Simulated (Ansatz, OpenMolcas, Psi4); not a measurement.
Swapping F for Cl on Al: the atomisation energy

On one Al centre, n of the F ligands are replaced by Cl. The atomisation energy (no zero-point term) y in kJ/mol at B3LYP/6-31G* (spherical functions). Shapes: PBE0-D4/def2-TZVP. Programs: Ansatz 0.2.0, OpenMolcas 26.06, Psi4 1.11. A level may come from different programs for different species; with the same settings they agree closely.

```
molecule  n  y (kJ/mol)
    AlF3  0        1714
  AlClF2  1           ?
  AlCl2F  2        1376
   AlCl3  3        1199
```

Question: Fit y = c + s·n to the known rows and predict AlClF2.

Answer: 
1. Means of the 3 rows: n = 1.66667, y = 1429.7.
2. Σ(Δn)² = 4.6667, Σ(Δn·Δy) = -799.33, so the slope is -799.33/4.6667 = -171.28.
3. Intercept: 1429.7 − (-171.28) × 1.66667 = 1715.2. The largest residual of the fit is 3.4.
4. AlClF2: 1715.2 + (-171.28) × 1 = 1544 kJ/mol.

The run gave 1548 kJ/mol, so the prediction is off by -4 kJ/mol, about the largest residual. The steps are nearly additive. The slope is the difference between a Al–Cl and a Al–F bond. Other levels give for AlClF2: HF/STO-3G 1248; HF/3-21G 1042 kJ/mol. Spin-orbit coupling of the free atoms (F 2, Cl 4 kJ/mol each; the atoms kept shift only the intercept) is left out.
